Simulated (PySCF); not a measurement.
CH10N2Si3.
Cartesian coordinates in Å at the PBE0-D3(BJ)/def2-SVP level; atoms count from 1:
```xyz
16
CH10N2Si3 angstrom
N      2.5899    0.1259    0.3915
C      2.2452   -0.2961   -0.7588
Si     0.4430   -0.4267   -1.3436
N     -0.5788    0.0079    0.0124
Si    -0.9369   -1.1721    1.2654
Si    -1.3103    1.6063    0.0669
H      1.7497    0.3737    0.9354
H      3.0630   -0.5947   -1.4436
H      0.1561   -1.8109   -1.8255
H      0.1928    0.5373   -2.4593
H     -2.3948   -1.4996    1.3079
H     -0.1569   -2.4061    0.9543
H     -0.5339   -0.6549    2.6079
H     -1.7032    1.8791    1.4824
H     -0.3201    2.6255   -0.3910
H     -2.5252    1.7004   -0.7981
```

ESP-fitted charges (e) from the PBE0/pcSseg-1 density (PySCF), one withheld:

```
atom       bonded to   charge
  N1           C2 H7        ?
  C2       N1 Si3 H8  +0.1832
 Si3    C2 N4 H9 H10  +0.2853
  N4     Si3 Si5 Si6  -0.4059
 Si5  N4 H11 H12 H13  +0.4828
 Si6  N4 H14 H15 H16  +0.3953
  H7              N1  +0.3458
  H8              C2  +0.0743
  H9             Si3  -0.0743
 H10             Si3  -0.0679
 H11             Si5  -0.1080
 H12             Si5  -0.0928
 H13             Si5  -0.1140
 H14             Si6  -0.0874
 H15             Si6  -0.0748
 H16             Si6  -0.0872
```

(1) What is the charge on N1?

(2) Add each hydrogen's charge to the atom that carries it.

(3) Across which bond do the charges differ most?

(4) Take the bonds between elements whose Pauling electronegativities differ by more than 0.25. In how many does the more electronegative atom carry the lower charge?

(5) How much positive and how much negative charge does this set hold in all?

## Answers

(1) The charges add up to the total charge, 0. The others sum to +0.6544, which leaves -0.6544 e for N1 (C=N nitrogen); the computed value is -0.6545, the difference coming from rounding.

(2) N1 -0.3087, C2 +0.2575, Si3 +0.1431, Si5 +0.1680, Si6 +0.1459. Atoms without hydrogen keep their charges.

(3) H7–N1: +0.3458 on H7 against -0.6545 on N1, a difference of 1.0003 e. The lower charge is on the more electronegative element of the two (Pauling values: N 3.04, H 2.20).

(4) In 14 of 15; it doesn't in C2–H8.

(5) +1.7667 e on 6 atoms and -1.7668 e on 10.

The ESP scheme is a least-squares fit of atom-centred charges to the potential on four shells outside the van der Waals surface, with the total charge fixed. One conformer (not necessarily the lowest) at the PBE0-D3(BJ)/def2-SVP geometry, without solvent, vibrations or thermal averaging.
